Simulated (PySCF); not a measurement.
Species: C3H11AsBP.
Bonds: C1–C2, C2–C3, C2–As4, As4–B5, B5–P6. Hydrogens: H7, H8, H9 on C1; H10 on C2; H11, H12, H13 on C3; H14 on As4; H15 on B5; H16, H17 on P6.

A GFN2-xTB structure was refined with PySCF, PBE0-D3(BJ)/def2-SVP geometry optimisation, gas phase. Its GFN2-xTB values:

| coordinate | GFN2-xTB |
| --- | --- |
| C1–C2 | 1.521 Å |
| C1–H7 | 1.090 Å |
| C2–As4 | 2.029 Å |
| C2–H10 | 1.096 Å |
| As4–B5 | 1.997 Å |
| As4–H14 | 1.516 Å |
| B5–P6 | 1.865 Å |
| B5–H15 | 1.174 Å |
| P6–H16 | 1.382 Å |
| C1–C2–C3 | 110.8° |
| C1–C2–As4 | 110.5° |
| C2–As4–B5 | 100.1° |
| As4–B5–P6 | 123.4° |
| C1–C2–As4–B5 | -79° |
| C2–As4–B5–P6 | 56° |

Question: How do these coordinates change at the PBE0-D3(BJ)/def2-SVP level?

Answer: 
| coordinate | PBE0-D3(BJ)/def2-SVP (Å or °) | change |
| --- | --- | --- |
| P6–H16 | 1.421 | +0.039 |
| B5–H15 | 1.209 | +0.035 |
| C2–As4 | 1.999 | -0.030 |
| C1–H7 | 1.103 | +0.013 |
| B5–P6 | 1.871 | +0.006 |
| C2–H10 | 1.102 | +0.006 |
| As4–H14 | 1.521 | +0.005 |
| As4–B5 | 1.993 | -0.004 |
| C1–C2 | 1.523 | +0.002 |
| C2–As4–B5 | 104.6 | +4.5 |
| As4–B5–P6 | 125.4 | +2.0 |
| C1–C2–As4 | 109.1 | -1.4 |
| C1–C2–C3 | 111.9 | +1.1 |
| C2–As4–B5–P6 | 25 | -31 |
| C1–C2–As4–B5 | -95 | -16 |

The energy falls by 0.155 eV over 18 energy and gradient evaluations, the largest force component goes from 0.0186 to 2.4e-04 Eh/bohr, and the atoms move by 0.530 Å rms after alignment. The bond that changes most is P6–H16 (three-coordinate phosphorus to P–H hydrogen), which lengthens by 0.039 Å. Bonds longer at the end by more than 0.005 Å: 12 of 16; shorter: 1. Among the dihedrals that turn most is C2–As4–B5–P6, from 56° to 25°. Rotational constants go from 2569, 1161, 868.3 to 2418, 1140, 887.6 MHz.

The run used 161 basis functions and 125 SCF cycles in all. On one thread, Arm Neoverse V1, shared host, this took 4.0 min wall.

No PBE0-D3(BJ)/def2-SVP frequencies stand behind this structure, so it isn't proved a minimum. The numbers are those of one conformer.
